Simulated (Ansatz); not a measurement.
Mulliken charges of ClH₄NSn (`[NH2][SnH2][Cl]`) from r2SCAN/def2-TZVPP in Ansatz (PBE0-D4/def2-TZVP geometry).

```json
{"atom": "N1", "x (Å)": "-0.660", "y (Å)": "-0.225", "z (Å)": "-1.127", "charge (e)": "-0.559"}
{"atom": "Sn2", "x (Å)": "0.281", "y (Å)": "0.464", "z (Å)": "0.508", "charge (e)": "0.878"}
{"atom": "Cl3", "x (Å)": "1.130", "y (Å)": "-1.311", "z (Å)": "1.791", "charge (e)": "-0.415"}
{"atom": "H4", "x (Å)": "-1.467", "y (Å)": "-0.800", "z (Å)": "-0.924", "charge (e)": "0.153"}
{"atom": "H5", "x (Å)": "-0.061", "y (Å)": "-0.741", "z (Å)": "-1.758", "charge (e)": "0.153"}
{"atom": "H6", "x (Å)": "-0.854", "y (Å)": "1.249", "z (Å)": "1.495", "charge (e)": "-0.105"}
{"atom": "H7", "x (Å)": "1.632", "y (Å)": "1.366", "z (Å)": "0.015", "charge (e)": "-0.105"}
```

Problem. By hand: the dipole of these point charges (1 e Å = 4.8032 D).

Solution. Σ q r = (-0.169, 0.567, -0.236) e Å, of length 0.637 e Å = 3.06 D.

Problem. How does the dipole of the full density compare? (Estimate.)

Solution. The calculation gave: (-0.177, 0.193, -0.280) e Å, 1.84 D; the point charges give 1.66 times that, at 33° from its direction.

Point charges leave out the atoms' own dipoles, such as those of lone pairs, and Mulliken's split depends on the basis, so the two needn't agree.
